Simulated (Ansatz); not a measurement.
C₃H₆AlIn (`[AlH2][C]1=C[CH]1[InH2]`) at its PBE0-D4/def2-TZVP geometry, where that method's forces vanish. Charge 0, multiplicity 1. In takes the def2 core potential.

```csv
atom,x (Å),y (Å),z (Å)
Al1,-1.942,-0.321,1.453
C2,-0.868,-0.175,-0.123
C3,-0.506,-0.640,-1.281
C4,0.277,0.558,-0.909
In5,2.294,0.467,-0.183
H6,-3.016,-1.482,1.541
H7,-1.728,0.718,2.629
H8,-0.650,-1.391,-2.043
H9,-0.008,1.487,-1.408
H10,2.672,-0.918,0.795
H11,3.475,1.696,-0.472
```

(1) For each bond, give half the difference of the two atoms' forces along it (eV/Å; positive pushes the atoms apart) under PBE-D4, r2SCAN-D4, B3LYP-D4, ωB97M-V in def2-TZVPP. (An estimate is asked.)

## Answers

(1) Computed: 
| bond | length (Å) | PBE-D4 | r2SCAN-D4 | B3LYP-D4 | ωB97M-V |
| --- | --- | --- | --- | --- | --- |
| Al1–C2 | 1.912 | -0.35 | -0.21 | -0.04 | 0.12 |
| Al1–H6 | 1.584 | 0.05 | -0.02 | -0.07 | -0.13 |
| Al1–H7 | 1.584 | 0.04 | -0.02 | -0.07 | -0.11 |
| C2–C3 | 1.299 | 0.68 | 0.30 | 0.06 | -0.10 |
| C2–C4 | 1.570 | 0.36 | 0.31 | 0.20 | 0.21 |
| C3–C4 | 1.479 | 0.21 | 0.13 | 0.15 | 0.36 |
| C3–H8 | 1.079 | -0.15 | -0.11 | -0.10 | -0.12 |
| C4–In5 | 2.146 | 0.00 | 0.00 | 0.11 | -0.13 |
| C4–H9 | 1.092 | 0.06 | -0.05 | -0.18 | -0.17 |
| In5–H10 | 1.736 | 0.06 | -0.03 | 0.01 | -0.06 |
| In5–H11 | 1.729 | 0.03 | -0.04 | -0.02 | -0.05 |

B3LYP here is the variant with VWN-RPA as its local correlation; programs differ in this.
